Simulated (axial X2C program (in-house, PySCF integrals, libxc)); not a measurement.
## Ω levels of AuOH from open-shell CI on d9 s1 p(π)0

Computed with an axial X2C code built on PySCF integrals: two-component X2C with atomic mean-field Coulomb and Gaunt terms, basis Au dyall-v3z, O dyall-av3z, H dyall-v3z (cores contracted in-house). Orbitals come from Hartree–Fock averaged over the configuration Au d9 s1 p(π)0; CI then distributes these electrons over the d, s, p(π) shells of Au.

Au–O–H held linear, bonds 1.985 and 0.950 Å (the second held) (near the minimum of the configuration average).

Active spinors (ω > 0):

| shell | ω | ε (eV) | character |
| --- | --- | --- | --- |
| d | 3/2 | -15.44 | 98% Au d |
| d | 1/2 | -14.00 | 82% Au d, 10% O p |
| d | 5/2 | -13.94 | 100% Au d |
| d | 3/2 | -12.88 | 88% Au d, 7% O p |
| d | 1/2 | -12.58 | 83% Au d, 7% Au s, 6% O p |
| s | 1/2 | -4.26 | 54% Au s, 26% Au p, 7% O p |
| p(π) | 1/2 | 1.93 | 88% Au p, 4% Au d, 4% O p |
| p(π) | 3/2 | 1.98 | 89% Au p, 4% Au d, 4% O p |

Lowest levels of this model:

```csv
Ω,energy (cm⁻¹),g∥,μ (D),configuration
0,0,0.00,-3.46,84% d10 + 13% d9 s1
0,3595,0.00,-1.17,99% d9 s1
1,3887,3.19,-1.16,99% d9 s1
2,5191,5.82,-0.97,99% d9 s1
1,8011,2.23,-1.07,99% d9 s1
0,9373,0.00,-1.29,87% d9 s1 + 11% d10
3,10529,8.00,-1.54,99% d9 s1
2,11720,4.02,-1.50,98% d9 s1
0,14856,0.00,-0.70,99% d9 s1
1,17786,2.18,-0.81,98% d9 s1
0,19602,0.00,-0.95,98% d9 s1
1,22038,0.42,-1.32,98% d9 s1
2,22674,4.16,-1.34,97% d9 s1
```

g∥ is the magnitude of 2⟨Lz + ge Sz⟩ for the +Ω component. μ is positive if the H end is positive.

This point took 3.3 s on 1 thread of Intel(R) Xeon(R) Platinum 8259CL CPU @ 2.50GHz (Skylake/Cascade Lake) (shared host).

Dynamic correlation is missing, so gaps between terms are too wide and other configurations may lie lower; the lowest level listed is that of this model, not necessarily the ground state. The lowest levels belong to d10, not to the averaged configuration, so orbitals and distance suit them less well. For d shells the ligand-field splittings (σ, π, δ) and their order can be off by a thousand cm⁻¹ or more. At most 4 roots were kept for each Ω > 0 (twice that for Ω = 0) within 3.2 eV of the lowest, so higher up levels can be missing between those listed; levels with Ω > 0 are doubly degenerate and listed once, Ω = 0 levels singly. Some active spinors are only partly of the character that their shell is named for, so the shell names and counts are nominal. States that fill the shells left empty in the average are placed too high. The molecule was held linear; bending was not examined.
